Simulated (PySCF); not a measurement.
Compound: C₄H₅ClF₂O.
Atom-mapped SMILES: `[F:1][C:2]([F:3])([Cl:4])[C@@H:5]1[CH2:6][CH2:7][O:8]1`

Geometry (GFN2-xTB, Å), atoms numbered from 1 in this order:
```xyz
13
C4H5ClF2O angstrom
F      2.4939   -0.2492    1.0859
C      1.6198   -0.2344    0.0669
F      1.9717   -1.2662   -0.7313
Cl     1.8339    1.2782   -0.8383
C      0.1791   -0.4230    0.5494
C     -0.8698   -0.4287   -0.5664
C     -1.3761    0.8534    0.1039
O     -0.3720    0.7472    1.1248
H      0.1770   -1.2738    1.2426
H     -0.4680   -0.3065   -1.5682
H     -1.5545   -1.2708   -0.5382
H     -1.2595    1.7694   -0.4782
H     -2.3799    0.8049    0.5294
```

Definitions: NICS(0) = −σiso at the ring centroid; NICS(1) = −σiso and NICS(1)zz = −σzz at ±1 Å along the ring normal z. Level: GIAO PBE0/pcSseg-1 (PySCF, non-relativistic, gas phase) on the GFN2-xTB geometry, one conformer.

Ring bond lengths (Å), with Mayer bond orders in brackets: C5–C6 1.531 (1.01), C6–C7 1.533 (1.04), C7–O8 1.436 (0.92), O8–C5 1.416 (0.97).

Task: Give the NICS values of each ring in ppm.

Result: 
```json
{"ring": "C5–C6–C7–O8", "type": "4-membered ring with O; formal bonds all single", "NICS(0)": "0.0", "NICS(1), two faces": "1.3 / 0.2", "NICS(1)zz, two faces": "2.9 / -0.3", "rms pucker (Å)": "0.01", "centre to ring atoms, mean (Å)": "1.05"}
```

Task: What do they say, and how far can they be read as aromaticity?

Result: 
- C5–C6–C7–O8: mean NICS(1)zz 1.3 ppm, near zero. C5, C6, C7 have four or more neighbours; no verdict on aromaticity is drawn. The two faces differ by 3.2 ppm, so no symmetry operation interchanges them.

Task: What field does 1 T along the ring normal induce along that normal at the first NICS(1) probe listed for ring C5–C6–C7–O8, 1 Å off the ring?

Result: NICSzz × B0 = 2.9 ppm × 1 T = 3 μT, along the applied field.

Task: List the ring angles and the Hirshfeld charges of the ring atoms.

Result: 
- C5–C6–C7–O8: C5 91.9° (+0.023 e), C6 84.5° (-0.082 e), C7 91.0° (+0.008 e), O8 92.5° (-0.165 e); sum 360.0° against 360° for a flat convex ring.
